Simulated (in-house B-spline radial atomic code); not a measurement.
A fraction x of an electron is removed from 3p in neutral rubidium, starting from [Kr] 5s1 and keeping the highest spin. Level of theory: scalar-relativistic (X2C) HSE06, spin-polarised, spherical fractional occupations, Fermi nucleus of rms radius 4.2036 fm; calculated with a radial B-spline atomic code at the basis-set limit.

Caution: exact exchange at fractional occupations of open shells leaves self-interaction of up to several eV.

```csv
x,E(x) - E(0) (eV),3p down level (eV)
0,0.0000,-233.518
0.08,18.7492,-235.214
0.21,49.5085,-238.014
0.34,80.6350,-240.864
0.48,114.5739,-243.985
0.5,?,?
0.56,134.1649,-245.791
0.73,176.2792,-249.681
0.82,198.8442,-251.767
0.92,?,?
1,244.5414,-255.992
```

(1) What belongs in the row x = 0.5?

(2) What belongs in the row x = 0.92?

(3) Check Janak's theorem between x = 0.08 and 0.21.

Answers

(1) An energy change of 119.4582 eV; 3p down at -244.435 eV.

(2) An energy change of 224.1376 eV; 3p down at -254.105 eV.

(3) The slope of the energy is 236.61 eV; the orbital levels give 236.61 eV (-ε of the emptying orbital, averaged over the two points).
